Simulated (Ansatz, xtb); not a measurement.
Two isomers of C5H9O3+

Structure I is `COC[C+]1OCCO1`, a singlet and structure II is `COC(CC#[O+])OC`, a singlet. Both are isolated ions in the gas phase, relaxed with r2SCAN-D4/def2-SVP; the shapes shown needn't be the lowest conformers.

I (Å):

```xyz
17

C    -0.5227    0.2527    3.1373
C     0.0256   -0.8811    1.1079
C     0.4385    0.2117    0.1681
C     1.1442    2.2460   -0.4917
C     0.4312    1.5372   -1.6509
O    -0.9678   -0.2961    1.8966
O     1.1273    1.2206    0.5677
O    -0.0073    0.2750   -1.0314
H    -1.4239    0.6034    3.6544
H    -0.0229   -0.5214    3.7439
H     0.1638    1.1038    2.9858
H    -0.4054   -1.7049    0.5207
H     0.9019   -1.2423    1.6773
H     2.1964    2.4938   -0.6801
H     0.6116    3.1191   -0.0915
H     1.0799    1.2641   -2.4940
H    -0.4722    2.0436   -2.0137
```

II (Å):

```json
{"atom": "C", "x (Å)": "2.1551", "y (Å)": "1.0907", "z (Å)": "-1.4484"}
{"atom": "C", "x (Å)": "0.1056", "y (Å)": "0.5973", "z (Å)": "-0.3645"}
{"atom": "C", "x (Å)": "-1.3103", "y (Å)": "0.0406", "z (Å)": "-0.8413"}
{"atom": "C", "x (Å)": "-1.0074", "y (Å)": "-1.1249", "z (Å)": "-1.5898"}
{"atom": "C", "x (Å)": "0.3416", "y (Å)": "0.0691", "z (Å)": "1.9431"}
{"atom": "O", "x (Å)": "0.8261", "y (Å)": "0.5515", "z (Å)": "-1.5342"}
{"atom": "O", "x (Å)": "-0.7525", "y (Å)": "-2.0619", "z (Å)": "-2.1595"}
{"atom": "O", "x (Å)": "0.6424", "y (Å)": "-0.2349", "z (Å)": "0.5800"}
{"atom": "H", "x (Å)": "2.5761", "y (Å)": "1.0280", "z (Å)": "-2.4578"}
{"atom": "H", "x (Å)": "2.7619", "y (Å)": "0.5042", "z (Å)": "-0.7440"}
{"atom": "H", "x (Å)": "2.1121", "y (Å)": "2.1463", "z (Å)": "-1.1311"}
{"atom": "H", "x (Å)": "-0.0530", "y (Å)": "1.6291", "z (Å)": "0.0269"}
{"atom": "H", "x (Å)": "-1.9818", "y (Å)": "-0.2243", "z (Å)": "-0.0043"}
{"atom": "H", "x (Å)": "-1.8149", "y (Å)": "0.7515", "z (Å)": "-1.5224"}
{"atom": "H", "x (Å)": "0.9377", "y (Å)": "-0.6179", "z (Å)": "2.5546"}
{"atom": "H", "x (Å)": "0.6156", "y (Å)": "1.1098", "z (Å)": "2.1830"}
{"atom": "H", "x (Å)": "-0.7291", "y (Å)": "-0.0919", "z (Å)": "2.1656"}
```

Question: Estimate which is lower in electronic energy at CCSD(T)/def2-SVP + ΔMP2/def2-TZVPP, and by roughly how much.

Answer: The CCSD(T)/def2-SVP + ΔMP2/def2-TZVPP calculation puts structure I lower, by 13.0 kcal/mol.

The same difference at several levels:

| level | geometry | E(II) − E(I) (kcal/mol) | departure from the last row (kcal/mol) | job, with rough time for the two |
| --- | --- | --- | --- | --- |
| GFN2-xTB | GFN2-xTB | +31.5 | +18.5 | optimisation, 0.32 s |
| HF/STO-3G | GFN2-xTB | +53.5 | +40.6 | single point, 0.46 s |
| r2SCAN-D4/def2-SVP//GFN2-xTB | GFN2-xTB | +17.2 | +4.2 | single point, 4.8 s |
| r2SCAN-D4/def2-SVP | r2SCAN-D4/def2-SVP | +16.5 | +3.5 | optimisation, 68 s |
| HF/def2-SVP | r2SCAN-D4/def2-SVP | +14.8 | +1.9 | part of the CCSD(T) run |
| MP2/def2-SVP | r2SCAN-D4/def2-SVP | +6.0 | −7.0 | part of the CCSD(T) run |
| CCSD(T)/def2-SVP | r2SCAN-D4/def2-SVP | +10.0 | −2.9 | single point |
| CCSD(T)/def2-SVP + ΔMP2/def2-TZVPP | r2SCAN-D4/def2-SVP | +13.0 |  | single point, 2.7 min |

As drawn, II has 1 C≡O in place of 2 C–O. Structure I has a 5-membered ring, II no ring.

The levels shown agree on the order. The largest departure from CCSD(T)/def2-SVP + ΔMP2/def2-TZVPP is that of HF/STO-3G, 40.6 kcal/mol. The last row adds to CCSD(T) the change of the MP2 difference between the two basis sets, here +2.9 kcal/mol.

With thermal terms from frequencies at re-optimised GFN2-xTB minima (ideal gas, soft modes damped towards free rotors, one conformer each, 298.15 K, 1 atm): the zero-point term adds −2.9 kcal/mol; ΔH is +11.1 and ΔG +8.7 kcal/mol.

The correlated steps freeze 8 core orbitals. Run with Ansatz 0.2.0, xtb 6.7.1; the last row on 4 threads of Arm Neoverse V1 on a shared host.
